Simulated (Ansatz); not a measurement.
A substitution series on Ge: NH2 to F

On one Ge centre, n of the NH2 ligands are replaced by F. The mean Ge–N bond length (to NH2) y in Å at PBE0-D4/def2-TZVP. The shapes are optimised at that level. Flexible molecules stand in one conformer. Programs: Ansatz 0.2.0.

| molecule | n | y (Å) |
| --- | --- | --- |
| Ge(NH2)4 | 0 | 1.829 |
| Ge(NH2)3F | 1 | 1.813 |
| Ge(NH2)2F2 | 2 | ? |
| Ge(NH2)F3 | 3 | 1.784 |

**Question.** Fit y = c + s·n to the known rows and predict Ge(NH2)2F2.

**Answer.** 
1. Means of the 3 rows: n = 1.33333, y = 1.8087.
2. Σ(Δn)² = 4.6667, Σ(Δn·Δy) = -0.069667, so the slope is -0.069667/4.6667 = -0.014929.
3. Intercept: 1.8087 − (-0.014929) × 1.33333 = 1.8286. The largest residual of the fit is 0.0007.
4. Ge(NH2)2F2: 1.8286 + (-0.014929) × 2 = 1.799 Å.

The run gave 1.794 Å, so the prediction is off by +0.005 Å, more than the largest residual. The steps per swap are -0.016, -0.019, -0.010 Å. Relativity is left out for Ge.
